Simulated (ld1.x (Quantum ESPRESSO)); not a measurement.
**Au, ultrasoft: configuration errors across variants**

Au (Z = 79), ultrasoft, made with ld1.x (Quantum ESPRESSO) 7.5 (LDA (PZ), scalar-relativistic). Core [Xe] 4f14, reference 5d10 6s0 6p1. Waves: 6s (bound, empty): rcut 1.65, rcutus 1.90 bohr; 6s channel at 2.65 Ry: rcut 1.65, rcutus 1.90 bohr; 6p (bound): rcut 2.40, rcutus 2.75 bohr; 6p channel at 4.45 Ry: rcut 2.40, rcutus 2.75 bohr; 5d (bound): rcut 1.40, rcutus 1.95 bohr; 5d channel at 0.65 Ry: rcut 1.40, rcutus 1.95 bohr. Local part: all-electron potential smoothed inside 1.55 bohr (lloc = -1). Core correction: none. Augmentation charge: built from norm-conserving waves at rcut, not smoothed further.

All-electron excitation energies from the reference (eV): (1) 5d10 6s0 6p0 4.376; (2) 5d9 6s0 6p0 25.877; (3) 5d8 6s0 6p0 60.044.

The overlap operator is not positive definite (basis up to 400 Ry) in “base”, “core correction a·sin(br)/r model core inside 1.80 bohr”, “local potential all-electron potential smoothed inside 1.60 bohr (lloc = -2)”, “waves 5d (bound): rcut 1.40, rcutus 1.80 bohr; 5d channel at 0.65 Ry: rcut 1.40, rcutus 1.80 bohr”. Such files are unfit for use, however small their errors in these radial tests.

Tests that are not counted but printed errors over 1 eV. “base”: 5d9 6s2 6p0 (solver errors, printed error -15.8 eV); 5d9 6s1 6p1 (solver errors, printed error -10.1 eV); 3 more. “core correction a·sin(br)/r model core inside 1.80 bohr”: 5d9 6s2 6p0 (solver errors, printed error -15.8 eV); 5d9 6s1 6p1 (solver errors, printed error -3.9 eV); 2 more. “local potential all-electron potential smoothed inside 1.60 bohr (lloc = -2)”: 5d9 6s2 6p0 (solver errors, printed error -15.7 eV); 5d9 6s1 6p1 (solver errors, printed error -3.8 eV); 2 more. “waves 5d (bound): rcut 1.40, rcutus 1.80 bohr; 5d channel at 0.65 Ry: rcut 1.40, rcutus 1.80 bohr”: 5d9 6s2 6p0 (solver errors, printed error -15.7 eV); 5d9 6s1 6p1 (solver errors, printed error -10.1 eV); 2 more.

1 further variants failed, have other tests or another functional or relativity, and are left out.

A true bound ghost makes a file unfit for plane-wave use even where its test errors are small: the radial tests pick states by their node count and pass the ghost by. Where a test does run into it, the solver fails or the error is huge.

Errors AE − PS in meV (a dash: test not solved or not reliable):

| change | (1) | (2) | (3) | bound ghosts |
| --- | --- | --- | --- | --- |
| base | -4.3 | -1.3 | -39 | d (s not tested, overlap not positive) |
| core correction a·sin(br)/r model core inside 1.80 bohr | -5.6 | -22 | -127 | d (s not tested, overlap not positive) |
| local potential all-electron potential smoothed inside 1.60 bohr (lloc = -2) | -4.0 | +3.5 | -34 | not determined (overlap not positive) |
| all radii scaled by about 1.36 (s 2.60, p 3.74, d 2.66 bohr, rcut 2.24/3.28/1.90); local potential all-electron potential smoothed inside 2.12 bohr (lloc = -1) | – | – | – | not determined |
| waves 5d (bound): rcut 1.40, rcutus 1.80 bohr; 5d channel at 0.65 Ry: rcut 1.40, rcutus 1.80 bohr | -4.0 | +3.5 | -34 | not determined (overlap not positive) |

Problem. Give the same row for: type TM semilocal; waves now 6s (bound): rc 1.90 bohr; 6p (bound): rc 2.75 bohr; 5d (bound): rc 1.95 bohr; local potential the d channel.

Solution. -4.3, +7.7, -19; bound ghosts: none.
